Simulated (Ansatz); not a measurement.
The cluster Si2O3⁻. Charge -1, multiplicity 2. Geometry PBE-D4/def2-SVP, that of the neutral singlet; atoms count from 1.

```xyz
5

Si    0.970    1.027   -2.089
Si   -0.354   -0.372    0.760
O    -1.499    0.608    1.131
O     0.508   -1.643    0.989
O     0.374    0.381   -0.791
```

The structure comes from a short search, and lower isomers may exist.

Q: Estimate the Mulliken populations from the PBE0/def2-TZVPD orbitals of Ansatz.

A: 
| atom | charge (e) | spin (α − β) |
| --- | --- | --- |
| Si1 | -0.37 | 0.90 |
| Si2 | 0.60 | -0.02 |
| O3 | -0.66 | 0.00 |
| O4 | -0.67 | 0.00 |
| O5 | 0.10 | 0.12 |
Mulliken values and Mayer orders depend strongly on the basis. With diffuse functions, as here, like atoms can get unlike values, and bond orders can come out too low or too high.

Q: Where does the spin sit?

A: Summed by element: Si 0.88, O 0.12, of 1 unpaired in all. Largest on single atoms: Si1 0.90, O5 0.12, Si2 -0.02.

Q: And the Mayer bond orders between bonded heavy atoms (over 0.3)?

A: Si1–O5 1.32 (1.57 Å); Si2–O3 1.88 (1.55 Å); Si2–O4 1.88 (1.55 Å); Si2–O5 0.60 (1.87 Å).
